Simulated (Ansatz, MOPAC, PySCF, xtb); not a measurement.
Pair of molecules: HF (SMILES F) (first 2 atoms) with HCl (SMILES Cl); geometry from B3LYP-D3(BJ)/def2-TZVP.
(charge 0, multiplicity 1):
```xyz
4

F     -0.01249    -0.08389    -0.13914
H      0.15444     0.13382     0.75091
Cl    -0.02567     0.48085     3.00738
H     -1.24033     0.06343     2.98855
```

Monomers are frozen at their geometry in the pair; levels with a basis set take the counterpoise correction. Rows marked so take none.

Rows in 6-31G* carry no dispersion term and start afresh at each structure (6-31G* with six Cartesian d functions). The state that PM6 reach isn't checked.

Programs: Ansatz (an electronic-structure program); MOPAC for PM6 (differences of heats of formation); PySCF for 6-31G* rows; xtb for the GFN methods. 

Problem. One of these levels gives -2.71 kcal/mol for the interaction energy. Which one is it?
A) PM6
B) HF/aug-cc-pV(D+d)Z
C) B3LYP/6-31G* (no counterpoise)
D) GFN-FF

Solution. C, B3LYP/6-31G* (no counterpoise). The others give -3.35 (GFN-FF), -0.33 (PM6), -1.35 (HF/aug-cc-pV(D+d)Z)
